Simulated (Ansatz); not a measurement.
The lowest singlet and triplet of CH3N (SMILES C=N); geometries from B3LYP-D3(BJ)/def2-TZVP, each state relaxed from the structure named, with no frequency check.
Singlet (charge 0, multiplicity 1):
```xyz
5

C     -0.557     0.179     0.010
N      0.603    -0.320    -0.012
H     -1.418    -0.491     0.021
H     -0.779     1.251     0.020
H      1.320     0.408    -0.020
```
Triplet (charge 0, multiplicity 3):
```
atom    x (Å)    y (Å)    z (Å)
----  -------  -------  -------
C     -0.6012   0.1181  -0.2142
N      0.6486  -0.1339   0.2795
H     -1.2983  -0.7182  -0.2436
H     -1.0281   1.0971  -0.0005
H      1.3938  -0.1503  -0.4268
```

A positive gap puts the triplet lower; no zero-point energy. R- takes a restricted singlet. U- takes an unrestricted singlet (broken symmetry where lower, unprojected). The triplet is unrestricted in single-reference levels. Active spaces average the two states.

Correlated levels freeze the cores.

The values were computed with Ansatz (an electronic-structure program). 

```json
[
 {"level": "U-PBE/def2-TZVPP", "gap E(singlet) − E(triplet), adiabatic (kcal/mol)": "-63.18"},
 {"level": "R-B3LYP/def2-TZVPP", "gap E(singlet) − E(triplet), adiabatic (kcal/mol)": "-62.94"},
 {"level": "U-wB97X-V/def2-TZVPP", "gap E(singlet) − E(triplet), adiabatic (kcal/mol)": "-64.79"},
 {"level": "R-SCS-MP2/cc-pVDZ", "gap E(singlet) − E(triplet), adiabatic (kcal/mol)": "-70.70"},
 {"level": "U-SCS-MP2/cc-pVDZ", "gap E(singlet) − E(triplet), adiabatic (kcal/mol)": "-70.70"},
 {"level": "R-SCS-MP2/cc-pVTZ", "gap E(singlet) − E(triplet), adiabatic (kcal/mol)": "-73.38"},
 {"level": "R-SCS-MP2/cc-pVQZ", "gap E(singlet) − E(triplet), adiabatic (kcal/mol)": "-74.51"},
 {"level": "R-CCSD/cc-pVQZ", "gap E(singlet) − E(triplet), adiabatic (kcal/mol)": "…"},
 {"level": "SC-NEVPT2 on SA-CASSCF(4,3)/cc-pVTZ", "gap E(singlet) − E(triplet), adiabatic (kcal/mol)": "-74.40"}
]
```

Fill in the missing entries.


- R-CCSD/cc-pVQZ, gap E(singlet) − E(triplet), adiabatic (kcal/mol): -66.14
